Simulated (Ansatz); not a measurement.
Species: difluoro(trifluoromethyl)borane, CBF5, charge 0, multiplicity 1. SMILES: B(F)(C(F)(F)F)F
Coordinates optimised at B3LYP-D3(BJ)/def2-TZVP (Ansatz, a quantum-chemistry and plane-wave program):
```
C
F 1 1.3441
F 1 1.3522 2 107.53
F 1 1.3524 2 107.52 3 -115.35
B 1 1.6155 2 112.91 3 122.37
F 5 1.3086 1 120.62 2 0.50
F 5 1.3094 6 120.32 1 -179.96
```

Atomisation energy built up term by term with Ansatz (kcal/mol; UHF references for open shells; valence terms freeze the core; atomic spin-orbit terms are left out). CBS marks a two-point X^-3 extrapolation of the correlation energy; Hartree-Fock from the larger set.

```
term                                            basis    kcal/mol
-----------------------  ----------------------------  ----------
Hartree-Fock                              aug-cc-pVQZ  (withheld)
CCSD correlation         CBS(aug-cc-pVTZ,aug-cc-pVQZ)      198.13
(T)                      CBS(aug-cc-pVTZ,aug-cc-pVQZ)  (withheld)
core correlation                            cc-pwCVTZ        2.67
scalar relativity (X2C)    cc-pVTZ-DK against cc-pVTZ       -1.12
sum: De                                                (withheld)
```

Q: What belongs in the gaps?

A: 
- Hartree-Fock, kcal/mol: 530.51
- (T), kcal/mol: 18.57
- sum: De, kcal/mol: 748.8
